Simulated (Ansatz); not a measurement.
Coupled-cluster diagnostics for Li₁₄, Ansatz.

Geometry of the singlet (B3LYP/def2-SVP):

```
atom    x (Å)    y (Å)    z (Å)
 Li1  -1.0118   0.4222   0.3194
 Li2  -0.5312   3.1884   1.1825
 Li3   0.2811  -0.9996  -1.9620
 Li4   2.2553  -3.1650  -1.7609
 Li5   1.6109   1.1992   1.0759
 Li6   0.5979   1.9334  -1.3602
 Li7  -0.8450  -3.4756  -0.9905
 Li8  -2.2067  -1.8045   1.4112
 Li9   2.9991   0.1277  -1.2608
Li10  -3.4454   1.0934   1.4228
Li11   2.9000   3.4339  -0.2548
Li12  -2.7468  -0.7224  -1.2781
Li13   0.8910  -1.6819   0.5596
Li14  -0.7486   0.4506   2.8957
```

Correlated methods freeze no core orbitals; core or outer-core shells of Li are correlated, in sets that lack core-valence functions. Another isomer (singlet) lies 0.04 eV lower at PBE0/def2-TZVP; other spin states weren't run for this one.

Question: Estimate the CCSD(T) correlation energy, the shares of MP2 and (T), T1 and the reference's ⟨S²⟩ for: charge 0, singlet, own geometry in def2-SVP; and the rough time on 4 threads of Arm Neoverse V1 on a shared host.

Answer: 
```
                          state     basis  correlation (eV)  MP2 share (%)  (T) share (%)     T1  ⟨S²⟩ (pure)  wall time                            remarks
charge 0, singlet, own geometry  def2-SVP            -9.023           81.5            9.4  0.020  0.00 (0.00)       43 s  large T1, restricted SCF unstable
```
Customary marks for T1 are 0.02 (closed shells), 0.045 (open shells) and about 0.05 (3d metals). T1 exceeds 0.02 in 1 of 1 rows and 0.045 in 0; the higher it lies, the less the single-reference result can be trusted.
